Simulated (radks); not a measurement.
Mn, 25 electrons, occupied as [Ar] 3d5 4s2.

Method: non-relativistic Kohn-Sham, LDA (Slater exchange, Perdew-Wang correlation), spin-polarised, spherical densities, point nucleus; open shells are filled with parallel spins first; computed with a radial shooting solver on a logarithmic mesh with Libxc functionals.

Energy parts (hartree):
| part | energy |
|---|---|
| total | -1148.63410 |
| kinetic | 1147.20589 |
| electron-nucleus | -2732.06395 |
| Hartree | 485.84782 |
| exchange-correlation | -49.62386 |

Orbitals (lengths in bohr, moments of r in powers of bohr):
1s up: occ. 1; eigenvalue (hartree) -233.6579; <1/r> 24.48
1s down: occ. 1; eigenvalue (hartree) -233.6573; <1/r> 24.48
2s up: occ. 1; eigenvalue (hartree) -26.86395; <1/r> 5.204
2s down: occ. 1; eigenvalue (hartree) -26.77981; <1/r> 5.214
2p up: occ. 3; eigenvalue (hartree) -23.05440; <1/r> 5.161
2p down: occ. 3; eigenvalue (hartree) -22.99010; <1/r> 5.170
3s up: occ. 1; eigenvalue (hartree) -3.12996; <1/r> 1.641
3s down: occ. 1; eigenvalue (hartree) -2.94826; <1/r> 1.632
3p up: occ. 3; eigenvalue (hartree) -2.04406; <1/r> 1.518
3p down: occ. 3; eigenvalue (hartree) -1.86643; <1/r> 1.506
3d up: occ. 5; eigenvalue (hartree) -0.31495; <1/r> 1.150
3d down: occ. 0; eigenvalue (hartree) -0.16064; <1/r> 1.072
4s up: occ. 1; eigenvalue (hartree) -0.20578; <1/r> 0.4331
4s down: occ. 1; eigenvalue (hartree) -0.16884; <1/r> 0.3950

The highest occupied level is 4s down at -4.594 eV. Spin moment in Bohr magnetons: 5.
